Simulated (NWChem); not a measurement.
Species: GeH$_{2}$SO, singlet; SMILES [OH][Ge][SH]

```xyz
5

Ge    -0.4421    -0.5514     0.0000
O      1.1604    -1.3295     0.0000
H      1.9365    -0.7554     0.0000
S      0.2670     1.6048     0.0000
H     -0.9852     2.1116     0.0000
```
Atoms are numbered in this order, from 1.

All runs: NWChem. Low-valent species are run as closed-shell singlets; no triplet was tried in these runs. Structure relaxed at the PBE0/def2-SVP level. GIAO values for the isolated, static molecule; σ is the absolute isotropic shielding, δ = σ(reference) − σ with the isolated reference molecule computed at the same levels (1H: tetramethylsilane, 17O: water).

Q: What does the run give for LDA (Slater exchange, VWN5)/pcSseg-1? Quantities: σ Ge1 (ppm); δ O2 (ppm); δ H3 (ppm); σ S4 (ppm); δ H5 (ppm).

A: The σ Ge1 (ppm) comes out as 669.1 and the δ O2 (ppm) is 278.3. The δ H3 (ppm) is 7.35 and the σ S4 (ppm) comes out as 269.4. The δ H5 (ppm) is 4.46.
